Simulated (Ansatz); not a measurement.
Stepwise reaction of `O[SiH](O)N[SiH3]` with hydrogen fluoride, as a gas-phase model of exchange steps in deposition or etching. ΔE in kJ/mol.

Isolated molecules relaxed with PBE0-D4/def2-TZVP in Ansatz; ΔE leaves out vibrations. CCSD(T)/CBS is the MP2 limit (def2-TZVPP, def2-QZVPP) plus CCSD(T) − MP2 in def2-TZVPP, frozen cores. This one scheme is used for every species. DFT in def2-TZVPP. B3LYP here is the variant with VWN-RPA as its local correlation; programs differ in this. One conformer a species, not always the lowest.

```json
{"step": "1", "reaction": "`O[SiH](O)N[SiH3]` + H–F → `O[SiH](O)N[SiH2]F` + H₂", "PBE-D4": "-126.5", "B3LYP-D4": "-134.2", "ωB97M-V": "-134.9", "CCSD(T)/CBS": "-130.8"}
{"step": "2", "reaction": "`O[SiH](O)N[SiH2]F` + H–F → `O[Si](O)(F)N[SiH2]F` + H₂", "PBE-D4": "-135.1", "B3LYP-D4": "-145.7", "ωB97M-V": "-145.7", "CCSD(T)/CBS": "-142.2"}
```

(1) By hand: ΔE of the 2 steps together at CCSD(T)/CBS.

Answers

(1) (-130.8) + (-142.2) = -273.0 kJ/mol, or -136.5 kJ/mol a step.

In ΔE each step is lower than the one before. All are downhill at CCSD(T)/CBS. PBE-D4 differs from CCSD(T)/CBS by 4.3 to 7.1 kJ/mol a step. Only this route is followed, and other bonds may react first. Isolated molecules leave out the surface, adducts and barriers. Largest T1 diagnostic: 0.012.
